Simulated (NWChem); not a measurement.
**Correlation energy of Br (-1)**

```xyz
1

Br     0.0000     0.0000     0.0000
```
Charge -1, spin multiplicity 1.

Everything below was run with NWChem.

Basis set: def2-SVPD. Each correlation energy counts from its own Hartree-Fock reference.

The Hamiltonian is non-relativistic. The correlated methods keep 9 core orbitals frozen. Coupled-cluster values serve here as a point of comparison, not as the truth.

Question: Order these methods by the correlation energy they give, lowest first: MP2, SCS-MP2, CCSD, CCSD+T(CCSD), CR-CCSD[T].

Answer: CCSD+T(CCSD) (-252.9 mHa), CR-CCSD[T] (-252.0 mHa), CCSD (-247.1 mHa), MP2 (-245.6 mHa), SCS-MP2 (-226.2 mHa)
